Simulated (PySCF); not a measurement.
# Computed records: BH₃N

All values are calculated (PySCF 2.14.0). Calculation on a computer-drawn molecule: vertical ionisation energy to the stated ion spin, frozen-core CCSD(T) at the basis limit and cheaper methods, single-reference cases, UHF for radicals, no spin-orbit; all values are single points at the evaluated structure, the first of each entry, which is the reference or a displaced copy of it and isn't optimised; the reference structure only sets the zero of the energies above reference; triples share is (T) over the correlation energy.

Common to all runs: charge 0; multiplicity 2; ion multiplicity 1; diffuse functions no; basis cc-pVnZ; reference is the Hartree-Fock double-zeta minimum; best is HF at quadruple zeta + MP2 correlation extrapolated from triple and quadruple zeta + CCSD(T) minus MP2 at triple zeta; basis step is the size of the change from the same recipe one zeta lower.

(1) BH₃N

Evaluated structure:
```xyz
5
BH3N
B     -0.1569     0.5167     1.8742
N     -0.0743     1.8837     1.8022
H     -0.9123    -0.1469     1.2195
H     -0.6173     2.4220     1.2241
H      0.5585     2.4238     2.3643
```

Reference structure:
```xyz
5
BH3N
B     -0.1584     0.5136     1.8779
N     -0.0751     1.8891     1.8093
H     -0.9122    -0.1486     1.2202
H     -0.6437     2.4435     1.1988
H      0.5586     2.4269     2.3640
```

- ionisation energy best: 8.103 eV
- ionisation energy basis step: 0.02696 eV
- energy above reference best: 1.45 kcal/mol
- energy above reference basis step: 0.08808 kcal/mol
- total energy HF triple zeta: -80.8845 hartree
- total energy CCSD(T) triple zeta: -81.2105 hartree
- total energy best: -81.2520 hartree
- T1 diagnostic at triple zeta: 0.01387
- D1 diagnostic at triple zeta: 0.04313
- spin squared at triple zeta: 0.7561
- ion T1 diagnostic at triple zeta: 0.01575
- ion D1 diagnostic at triple zeta: 0.04078
- triples share at triple zeta: 0.03477
- basis functions triple zeta: 102
- dipole magnitude HF at triple zeta: 2.093 debye
- dipole magnitude CCSD unrelaxed at triple zeta: 2.314 debye
- dipole magnitude PBE at triple zeta: 2.433 debye
- dipole magnitude r2SCAN at triple zeta: 2.357 debye
- dipole magnitude B3LYP at triple zeta: 2.324 debye
- dipole magnitude wB97X at triple zeta: 2.311 debye

Drawn bonds:
```csv
atom,other atom,order
1,2,1
1,3,1
2,4,1
2,5,1
```

Triple zeta:
```csv
method,ionisation energy (eV),energy above reference (kcal/mol)
HF,7.788,0.855
PBE,8.133,1.891
r2SCAN,8.274,1.526
B3LYP,8.191,1.512
wB97X,8.029,1.445
MP2,8.01,1.466
CCSD,8.043,1.434
CCSD(T),8.041,1.549
```

(2) BH₃N

Evaluated structure:
```xyz
5
BH3N
B     -0.1569     0.5167     1.8742
N     -0.0743     1.8837     1.8022
H     -0.9123    -0.1469     1.2195
H     -0.6349     2.4394     1.2054
H      0.5585     2.4238     2.3643
```

Reference structure:
```xyz
5
BH3N
B     -0.1584     0.5136     1.8779
N     -0.0751     1.8891     1.8093
H     -0.9122    -0.1486     1.2202
H     -0.6437     2.4435     1.1988
H      0.5586     2.4269     2.3640
```

- ionisation energy best: 8.09 eV
- ionisation energy basis step: 0.02698 eV
- energy above reference best: 0.1997 kcal/mol
- energy above reference basis step: 0.04792 kcal/mol
- total energy HF triple zeta: -80.8857 hartree
- total energy CCSD(T) triple zeta: -81.2126 hartree
- total energy best: -81.2540 hartree
- T1 diagnostic at triple zeta: 0.01404
- D1 diagnostic at triple zeta: 0.04358
- spin squared at triple zeta: 0.7563
- ion T1 diagnostic at triple zeta: 0.01581
- ion D1 diagnostic at triple zeta: 0.04091
- triples share at triple zeta: 0.03505
- basis functions triple zeta: 102
- dipole magnitude HF at triple zeta: 2.105 debye
- dipole magnitude CCSD unrelaxed at triple zeta: 2.324 debye
- dipole magnitude PBE at triple zeta: 2.432 debye
- dipole magnitude r2SCAN at triple zeta: 2.359 debye
- dipole magnitude B3LYP at triple zeta: 2.327 debye
- dipole magnitude wB97X at triple zeta: 2.32 debye

Drawn bonds:
```csv
atom,other atom,order
1,2,1
1,3,1
2,4,1
2,5,1
```

Triple zeta:
```csv
method,ionisation energy (eV),energy above reference (kcal/mol)
HF,7.773,0.05629
PBE,8.122,0.2974
r2SCAN,8.262,0.1966
B3LYP,8.179,0.1866
wB97X,8.018,0.1847
MP2,7.996,0.2187
CCSD,8.031,0.2082
CCSD(T),8.029,0.2483
```

(3) BH₃N

Evaluated structure:
```xyz
5
BH3N
B     -0.1569     0.5167     1.8742
N     -0.0743     1.8837     1.8022
H     -0.9123    -0.1469     1.2195
H     -0.6836     2.4877     1.1536
H      0.5585     2.4238     2.3643
```

Reference structure:
```xyz
5
BH3N
B     -0.1584     0.5136     1.8779
N     -0.0751     1.8891     1.8093
H     -0.9122    -0.1486     1.2202
H     -0.6437     2.4435     1.1988
H      0.5586     2.4269     2.3640
```

* ionisation energy best: 8.061 eV
* ionisation energy basis step: 0.02695 eV
* energy above reference best: 1.974 kcal/mol
* energy above reference basis step: 0.04223 kcal/mol
* total energy HF triple zeta: -80.8806 hartree
* total energy CCSD(T) triple zeta: -81.2099 hartree
* total energy best: -81.2512 hartree
* T1 diagnostic at triple zeta: 0.01467
* D1 diagnostic at triple zeta: 0.04507
* spin squared at triple zeta: 0.7571
* ion T1 diagnostic at triple zeta: 0.01601
* ion D1 diagnostic at triple zeta: 0.04135
* triples share at triple zeta: 0.03588
* basis functions triple zeta: 102
* dipole magnitude HF at triple zeta: 2.128 debye
* dipole magnitude CCSD unrelaxed at triple zeta: 2.336 debye
* dipole magnitude PBE at triple zeta: 2.398 debye
* dipole magnitude r2SCAN at triple zeta: 2.337 debye
* dipole magnitude B3LYP at triple zeta: 2.311 debye
* dipole magnitude wB97X at triple zeta: 2.33 debye

Drawn bonds:
```csv
atom,other atom,order
1,2,1
1,3,1
2,4,1
2,5,1
```

Triple zeta:
```csv
method,ionisation energy (eV),energy above reference (kcal/mol)
HF,7.736,3.27
PBE,8.098,1.082
r2SCAN,8.237,1.712
B3LYP,8.151,1.705
wB97X,7.99,2.034
MP2,7.959,2.107
CCSD,8.001,2.112
CCSD(T),7.999,1.926
```
